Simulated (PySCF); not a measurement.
Mo(NH)2(OH)(Me) (CH6MoN2O), SMILES [CH3][Mo](=[NH])(=[NH])[OH], multiplicity 1. The structure is a stationary point at PBE0-D3(BJ)/def2-SVP. The spin state was assumed, not searched. The structure was generated by enumeration; whether it is a known compound was not checked. The def2 effective core potentials stand for the cores of Mo; spin–orbit coupling is left out. The values are those of a single conformer.

Calculation: PBE0-D3(BJ)/def2-SVP run with PySCF.

Harmonic wavenumbers (cm⁻¹): 166, 173, 214, 219, 239, 265, 317, 393, 540, 576, 616, 635, 656, 737, 753, 762, 1012, 1042, 1191, 1403, 1411, 3046, 3157, 3178, 3626, 3649, 3918. Rotational constants (GHz): 3.543, 3.152, 2.980; symmetry number 1.

Work out the zero-point energy and the ideal-gas rigid-rotor harmonic-oscillator thermochemistry at 298.15 K and 1 atm.

ZPE = ½ Σ hcν = ½ × 33892 cm⁻¹ = 202.72 kJ/mol. H − E(el) = 226.15 kJ/mol. Entropy in J/(mol K): translation 171.89, rotation 111.59, vibration 74.68, total 358.16. G − E(el) = 119.37 kJ/mol. Cp = 127.30 J/(mol K).
